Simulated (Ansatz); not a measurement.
Program: Ansatz. Geometries: PBE0-D4/def2-TZVP. ΔE: electronic, gas phase. CCSD(T)/CBS is the MP2 limit (def2-TZVPP, def2-QZVPP) plus CCSD(T) − MP2 in def2-TZVPP, frozen cores. This one scheme is used for every species, atoms too. No spin–orbit coupling; open shells (•) take unrestricted orbitals. Spin–orbit coupling would lower the free atoms: a little for C, S. For Zn outer-core shells are correlated without core-valence functions, so the limit isn't a true one: a few kJ/mol of doubt a bond, and 10 to 20 or more in all where bonds break to atoms. Scalar relativity is left out up to krypton. Each species was taken in one conformer, which may not be the lowest.

Reaction (atomization): `[CH3][Zn][CH2]S` → 2 C• + 6 H• + S• + Zn (atom)

`[CH3][Zn][CH2]S`:

```xyz
10

C    -1.741   -0.781    1.016
Zn   -0.159    0.124    0.359
C     1.414    0.994   -0.399
S     1.605    0.477   -2.134
H    -1.492   -1.767    1.417
H    -2.217   -0.204    1.813
H    -2.472   -0.918    0.215
H     2.350    0.854    0.143
H     1.233    2.071   -0.455
H     1.480   -0.851   -1.975
```

| species | MP2/CBS(def2) energy (Eh) |
| --- | --- |
| `[CH3][Zn][CH2]S` | -2255.82719 |
| C• | -37.76950 |
| H• | -0.50000 |
| S• | -397.65134 |
| Zn (atom) | -1778.40401 |

Work out ΔE.

ΔE = 6 × (-0.50000) + 2 × (-37.76950) + (-397.65134) + (-1778.40401) − (-2255.82719) = 1.23284 Eh = +3236.8 kJ/mol. CCSD(T)/CBS gives +3196.7 kJ/mol.

Largest T1 diagnostic among the species: 0.017.

In def2-TZVPP, CCSD(T) changes the Hartree–Fock value by +792.9 kJ/mol (the triples alone add +46.2 kJ/mol) and MP2 by +833.0 kJ/mol; breaking electron pairs costs correlation energy, which Hartree–Fock lacks. From PBE to PBE0 (25 % exact exchange), in def2-TZVPP and without D4, ΔE moves by −34.5 kJ/mol: exact exchange takes away binding that semilocal exchange gives to molecules. The D4 term adds +28.3 kJ/mol with B3LYP and +14.7 kJ/mol with PBE0; it sums over pairs of atoms, weighted by their polarisabilities, and B3LYP, whose exchange is more repulsive, gets the larger term.

B3LYP here is the variant with VWN-RPA as its local correlation; programs differ in this.

For atomizations the MP2-based limit and the directly extrapolated one differ by several kJ/mol either way, and by 10 to 25 for some Ge, Se and Sn compounds, so smaller differences from it don't rank the levels.
